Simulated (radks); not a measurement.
Polarisability of the copper ion Cu2+, [Ar] 3d9, at imaginary frequency. Calculated with a radial shooting solver on a logarithmic mesh with Libxc functionals: scalar-relativistic Kohn-Sham, LDA (Slater exchange, Perdew-Wang correlation), spin-polarised, spherical densities, finite nucleus; open shells are filled with parallel spins first; Fermi nuclear charge, rms radius 3.8823 fm. Response by self-consistent Sternheimer equations with the Hartree and adiabatic LDA kernel, the relativistic mass of each level held fixed and spin-orbit coupling left out.

w (hartree),alpha1(iw) (bohr^3)
0.00266,3.249
0.0143,3.248
0.0360,3.242
0.0697,3.224
0.118,3.177
0.186,3.079
0.280,2.901
0.413,2.620
0.605,2.245
0.892,1.811
1.35,1.358
2.12,0.9162
3.59,0.5191
6.94,0.2168
17.5,0.05006

Static values: alpha1 = 3.250 bohr^3 (0.4815 angstrom^3; uncoupled 4.127). C6 = 8.991, triple-dipole C9 = 19.19 atomic units. One-pole (London) frequency 4 C6 / (3 alpha1^2) = 1.135 hartree, against 1.083 for minus the highest occupied eigenvalue.
